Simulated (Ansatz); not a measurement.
`CB(N)Br` + `BN` → `BNB(C)N` + HBr  (ligand exchange at a B–Br bond)

Gas-phase electronic energies from Ansatz, PBE0-D4/def2-TZVP geometries. CCSD(T)/CBS is the MP2 limit (def2-TZVPP, def2-QZVPP) plus CCSD(T) − MP2 in def2-TZVPP, frozen cores. This one scheme is used for every species. Functionals use def2-TZVPP. B3LYP here is the variant with VWN-RPA as its local correlation; programs differ in this. HSE06 is defined as in plane-wave codes. For Br outer-core shells are correlated without core-valence functions, which leaves a few kJ/mol of doubt a bond. Scalar relativity is left out up to krypton. One conformer a species, not always the lowest.

```tsv
level	ΔE (kJ/mol)	difference from CCSD(T)/CBS
BLYP-D4	13.2	-1.9
r2SCAN-D4	17.2	2.1
B97M-V	13.7	-1.4
PBE0-D4	17.1	2.0
B3LYP-D4	12.9	-2.2
r2SCANh-D4	16.9	1.8
HSE06-D4	17.4	2.3
BHLYP-D4	12.2	-2.9
CAM-B3LYP-D4	10.0	-5.1
ωB97X-V	15.1	0.0
ωB97M-V	14.6	-0.5
B2PLYP	15.9	0.8
PBE-QIDH	17.9	2.8
PBE	20.0	4.9
revPBE	23.5	8.4
BLYP	16.6	1.5
r2SCAN	18.1	3.0
PBE0	18.6	3.5
B3LYP	15.1	0.0
r2SCANh	17.7	2.6
r2SCAN0	17.1	2.0
HSE06	18.7	3.6
BHLYP	12.6	-2.5
CAM-B3LYP	11.3	-3.8
LC-ωPBE	16.6	1.5
RPA@PBE/def2-TZVPP	11.9	-3.2
HF/def2-SVP	7.9	-7.2
MP2/def2-SVP	12.6	-2.5
CCSD/def2-SVP	6.9	-8.2
CCSD(T)/def2-SVP	7.2	-7.9
HF/def2-TZVPP	13.0	-2.1
MP2/def2-TZVPP	19.1	4.0
SCS-MP2/def2-TZVPP	16.7	1.6
CCSD/def2-TZVPP	12.6	-2.5
CCSD(T)/def2-TZVPP	13.5	-1.6
HF/def2-QZVPP	11.4	-3.7
MP2/def2-QZVPP	19.5	4.4
HF/CBS(def2)	11.2	-3.9
MP2/CBS(def2)	20.8	5.7
CCSD/CBS(def2)	14.3	-0.8
CCSD(T)/CBS	15.1	0
```

Largest T1 diagnostic among the species: 0.012.

From BLYP to BHLYP (50 % exact exchange), in def2-TZVPP and without D4, ΔE moves by −4.0 kJ/mol. At CCSD(T), def2-SVP lies −7.9 kJ/mol from the extrapolated value and def2-TZVPP −1.6 kJ/mol.
